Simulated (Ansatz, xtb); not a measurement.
Two isomers of C4H6BFSi

Structure a is `B[Si]1(F)C=CC=C1`, a singlet and structure b is `BC1=C[Si@@H](F)C=C1`, a singlet. Both are isolated molecules in the gas phase, relaxed with r2SCAN-D4/def2-SVP; the shapes shown needn't be the lowest conformers.

a (Å):

```xyz
13

C    -2.3380    1.1373    0.0948
C    -1.7937    0.5539   -1.0055
C    -0.5841   -0.2706   -0.8045
C    -0.1110   -0.3810    0.4649
B    -0.0680    2.4347    1.8383
F    -1.8137    0.1408    2.8417
Si   -1.1482    0.7871    1.4971
H     0.4443    2.9748    0.8869
H     0.1062    2.9173    2.9322
H    -3.2163    1.7850    0.0353
H    -2.2058    0.6681   -2.0164
H    -0.1145   -0.7577   -1.6688
H     0.7927   -0.9483    0.7017
```

b (Å):

| atom | x (Å) | y (Å) | z (Å) |
| --- | --- | --- | --- |
| C | -0.5468 | 1.2609 | 1.0269 |
| C | -1.8954 | 1.4118 | 0.8388 |
| C | -0.6437 | -0.2234 | -0.9281 |
| C | 0.1160 | 0.3455 | 0.0360 |
| B | 0.2083 | 1.9788 | 2.1759 |
| F | -3.1433 | 1.0805 | -1.8096 |
| Si | -2.3986 | 0.2963 | -0.5915 |
| H | -0.4032 | 2.7154 | 2.9122 |
| H | 1.3942 | 1.8098 | 2.3432 |
| H | -2.4882 | 2.0526 | 1.4987 |
| H | -3.3098 | -0.8082 | -0.1791 |
| H | -0.2251 | -0.9049 | -1.6730 |
| H | 1.1957 | 0.1714 | 0.1310 |

Quicker runs give these differences E(b) − E(a): GFN2-xTB −11.4 kcal/mol; HF/STO-3G −11.4 kcal/mol (at GFN2-xTB geometries); r2SCAN-D4/def2-SVP//GFN2-xTB −11.7 kcal/mol.

**Question.** Estimate E(b) − E(a) at the level CCSD(T)/def2-SVP + ΔMP2/def2-TZVPP.

**Answer.** Calculated at CCSD(T)/def2-SVP + ΔMP2/def2-TZVPP: E(b) − E(a) = −10.7 kcal/mol, so structure b lies lower.

The same difference at several levels:

```json
{"level": "GFN2-xTB", "geometry": "GFN2-xTB", "E(b) − E(a) (kcal/mol)": "−11.4", "departure from the last row (kcal/mol)": "−0.7", "job, with rough time for the two": "optimisation, 1.1 s"}
{"level": "HF/STO-3G", "geometry": "GFN2-xTB", "E(b) − E(a) (kcal/mol)": "−11.4", "departure from the last row (kcal/mol)": "−0.7", "job, with rough time for the two": "single point, 3.4 s"}
{"level": "r2SCAN-D4/def2-SVP//GFN2-xTB", "geometry": "GFN2-xTB", "E(b) − E(a) (kcal/mol)": "−11.7", "departure from the last row (kcal/mol)": "−1.0", "job, with rough time for the two": "single point, 17 s"}
{"level": "r2SCAN-D4/def2-SVP", "geometry": "r2SCAN-D4/def2-SVP", "E(b) − E(a) (kcal/mol)": "−9.3", "departure from the last row (kcal/mol)": "+1.5", "job, with rough time for the two": "optimisation, 3.4 min"}
{"level": "HF/def2-SVP", "geometry": "r2SCAN-D4/def2-SVP", "E(b) − E(a) (kcal/mol)": "−13.3", "departure from the last row (kcal/mol)": "−2.6", "job, with rough time for the two": "part of the CCSD(T) run"}
{"level": "MP2/def2-SVP", "geometry": "r2SCAN-D4/def2-SVP", "E(b) − E(a) (kcal/mol)": "−12.4", "departure from the last row (kcal/mol)": "−1.7", "job, with rough time for the two": "part of the CCSD(T) run"}
{"level": "CCSD(T)/def2-SVP", "geometry": "r2SCAN-D4/def2-SVP", "E(b) − E(a) (kcal/mol)": "−11.6", "departure from the last row (kcal/mol)": "−0.9", "job, with rough time for the two": "single point"}
{"level": "CCSD(T)/def2-SVP + ΔMP2/def2-TZVPP", "geometry": "r2SCAN-D4/def2-SVP", "E(b) − E(a) (kcal/mol)": "−10.7", "departure from the last row (kcal/mol)": "", "job, with rough time for the two": "single point, 3.2 min"}
```

As drawn, b has 1 C–B, 1 Si–H in place of 1 B–Si, 1 C–H.

None of the levels shown reverses the order. The largest departure from CCSD(T)/def2-SVP + ΔMP2/def2-TZVPP is that of HF/def2-SVP, 2.6 kcal/mol. The last row adds to CCSD(T) the change of the MP2 difference between the two basis sets, here +0.9 kcal/mol.

With thermal terms from frequencies at re-optimised GFN2-xTB minima (ideal gas, soft modes damped towards free rotors, one conformer each, 298.15 K, 1 atm): on the last row, ΔE + ΔZPE = −11.9, ΔH = −12.0, ΔG = −11.8 kcal/mol.

The correlated steps freeze 11 core orbitals. Mirror images aren't counted in ΔG. Run with Ansatz 0.2.0, xtb 6.7.1; the last row on 2 threads of Intel(R) Xeon(R) Processor @ 2.50GHz (Skylake/Cascade Lake) on a shared host.
